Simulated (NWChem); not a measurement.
# A calculation on Cl2Te

```xyz
3

Te     0.0000     0.0000    -0.5985
Cl     1.8101     0.0000     0.9154
Cl    -1.8101     0.0000     0.9154
```
Charge 0, spin multiplicity 1.

Program: NWChem. Structure: optimised with PBE0/def2-SVP with def2 effective core potentials on Te, a minimum by its harmonic frequencies.

Symmetry labels belong to the abelian group C2v used in the runs, with the axes of the coordinates shown.

Effective core potentials replace the inner electrons of Te; spin-orbit coupling is left out. B3LYP has NWChem's definition, with VWN1-RPA local correlation. The structure started from a generated list of species.

### Question
List the lowest 4 singlet excitations that TD-B3LYP/def2-SVPD with def2 effective core potentials on Te, VWN1-RPA local correlation gives, with oscillator strengths.

### Answer
```csv
state,symmetry,energy (eV),wavelength (nm),f
1,b2,2.20,564,0.001
2,a2,2.26,548,0.000
3,b1,4.84,256,0.005
4,a2,4.88,254,0.000
```
